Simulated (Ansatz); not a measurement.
```xyz
8

O     1.0382   -1.3352    1.3800
Ga   -0.0207    0.0047    0.9253
F    -0.7122    0.8424    2.2957
C    -0.4687    0.6091   -0.8839
Br    0.4408   -0.5049   -2.1922
H     1.4109   -1.7867    0.6178
H    -1.5360    0.5350   -1.0839
H    -0.1523    1.6356   -1.0588
```

Charge 0, multiplicity 1.

List the PBE0/def2-TZVPP orbital energies in eV (Ansatz 0.2.0). (Estimate.)

Computed: Occupied: -13150.56, -10147.81, -1705.44, -1536.02, -1535.92, -1535.92, -1253.59, -1109.81, -1109.67, -1109.65, -672.77, -522.78, -280.23, -239.27, -179.71, -179.39, -179.39, -152.04, -105.09, -104.79, -104.75, -73.19, -73.10, -73.10, -72.84, -72.84, -31.68, -27.87, -24.20, -24.09, -24.05, -23.90, -23.68, -22.91, -18.96, -14.30, -13.09, -12.60, -11.98, -11.11, -11.08, -10.84, -9.70, -9.38, -8.53, -8.14. Lowest empty: -1.12, -0.68, -0.28, 1.40, 1.64, 2.25, 2.99, 3.73.
